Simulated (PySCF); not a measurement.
C5H5FN (charge -1).
Z-matrix (Å and degrees, GFN2-xTB geometry), rows numbered from 1:
```
C 
C   1  1.3294
C   2  1.4913  1  125.16
C   3  1.5125  2  108.43  1   107.33
F   4  1.4402  3  110.77  2    75.57
C   4  1.3645  3  121.46  2   -63.90
N   6  1.1713  4  167.98  3  -109.15
H   1  1.0804  2  122.49  3  -170.39
H   1  1.0793  2  121.39  3     6.93
H   2  1.0850  1  119.53  3   171.95
H   3  1.0943  2  110.68  1   -12.09
H   3  1.0972  2  111.15  1  -133.48
```

The geometry is computed with GFN2-xTB (gas phase).

Take the most abundant isotopes and a rigid rotor. The values belong to one conformer with, in the numbering `[CH2:1]=[CH:2][CH2:3][C-:4]([F:5])[C:6]#[N:7]`, C1–C2–C3–C4 107°, C2–C3–C4–F5 76°.

**Question.** Give the principal moments of inertia and the rotational constants in cm⁻¹.

**Answer.** Ia = 145.56, Ib = 237.40, Ic = 333.71 u·Å²; 505379 MHz·u·Å²/I gives 3472, 2129 and 1514 MHz, that is A = 0.11581, B = 0.07101, C = 0.05052 cm⁻¹.

**Question.** What kind of rotor is it?

**Answer.** An asymmetric top. Ray's parameter κ = (2B − A − C)/(A − C) = -0.372; −1 is the prolate and +1 the oblate limit.

**Question.** Is it planar, by Δ = Ic − Ia − Ib?

**Answer.** Not planar: Δ = Ic − Ia − Ib = -49.25 u·Å². For a rigid frame Δ = −2 Σ m c², so Σ m c² = 24.63 u·Å² lies off the ab plane: 7.41 from hydrogen and 17.22 from heavier atoms. The atom farthest from that plane is 1.73 Å away.

**Question.** Give the coordinates in the principal-axis frame, origin at the centre of mass.

**Answer.** The sense of each axis is arbitrary; atoms in the order of the calculation.
| atom | mass (u) | a (Å) | b (Å) | c (Å) |
| --- | --- | --- | --- | --- |
| C1 | 12.000 | -2.380 | -0.898 | -0.311 |
| C2 | 12.000 | -1.667 | 0.223 | -0.248 |
| C3 | 12.000 | -0.756 | 0.599 | 0.871 |
| C4 | 12.000 | 0.672 | 0.460 | 0.393 |
| F5 | 18.998 | 1.029 | 1.553 | -0.475 |
| C6 | 12.000 | 1.187 | -0.751 | 0.033 |
| N7 | 14.003 | 1.759 | -1.768 | -0.069 |
| H8 | 1.008 | -2.907 | -1.200 | -1.204 |
| H9 | 1.008 | -2.427 | -1.582 | 0.523 |
| H10 | 1.008 | -1.626 | 0.880 | -1.111 |
| H11 | 1.008 | -0.908 | -0.059 | 1.732 |
| H12 | 1.008 | -0.919 | 1.639 | 1.182 |

**Question.** Where do the levels up to J = 5 lie, in K?

**Answer.** Above 0(0,0), as E/k:
J = 1: 1(0,1) 0.175, 1(1,1) 0.239, 1(1,0) 0.269
J = 2: 2(0,2) 0.517, 2(1,2) 0.560, 2(1,1) 0.648, 2(2,1) 0.841, 2(2,0) 0.849
J = 3: 3(0,3) 1.012, 3(1,3) 1.035, 3(1,2) 1.211, 3(2,2) 1.366, 3(2,1) 1.403, 3(3,1) 1.766, 3(3,0) 1.768
J = 4: 4(0,4) 1.653, 4(1,4) 1.663, 4(1,3) 1.948, 4(2,3) 2.059, 4(2,2) 2.155, 4(3,2) 2.478, 4(3,1) 2.488, 4(4,1) 3.022, 4(4,0) 3.022
J = 5: 5(0,5) 2.436, 5(1,5) 2.440, 5(1,4) 2.847, 5(2,4) 2.915, 5(2,3) 3.101, 5(3,3) 3.369, 5(3,2) 3.403, 5(4,2) 3.914, 5(4,1) 3.916, 5(5,1) 4.610, 5(5,0) 4.610

**Question.** Estimate the classical rotational partition function at 25 K, 50 K and 200 K.

**Answer.** Point group C1, symmetry number σ = 1; q = (√π/σ)·√((kT/h)³/(ABC)), k/h = 20836.6 MHz/K: 6300 at 25 K, 17800 at 50 K, 143000 at 200 K.

GFN2-xTB frequencies: not computed here. No vibrational averaging or centrifugal distortion is included, and the geometry carries the error of its method.
